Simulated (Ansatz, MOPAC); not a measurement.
Species: SrF2, net charge 0, singlet state. SMILES: [F][Sr][F]

Atoms: Sr1, F2, F3. Bonds: Sr1-F2, Sr1-F3.

Bond lengths (Å) and angles (degrees) optimised at AM1 with MOPAC; HF/6-31G* with LANL2DZ past Ar with Ansatz (a program for electronic structure); MP2/6-31G* with LANL2DZ past Ar with Ansatz, each started from the B3LYP-D3(BJ)/def2-TZVP structure (Ansatz) of the last column. A row stands for all coordinates that are equal there. 6-31G* holds six Cartesian d functions. No wavenumbers were computed at MP2/6-31G* with LANL2DZ past Ar, so these may be saddle points.

| coordinate | AM1 | HF/6-31G* with LANL2DZ past Ar | MP2/6-31G* with LANL2DZ past Ar | B3LYP-D3(BJ)/def2-TZVP |
|---|---|---|---|---|
| Sr1-F2 | 1.976 | 2.181 | 2.203 | 2.139 |
| F2-Sr1-F3 | 180.0 | 179.8 | 180.0 | 129.8 |

Mean signed difference of all 2 bond lengths from B3LYP-D3(BJ)/def2-TZVP: AM1 -0.163 Å, HF/6-31G* with LANL2DZ past Ar 0.042 Å, MP2/6-31G* with LANL2DZ past Ar 0.064 Å.
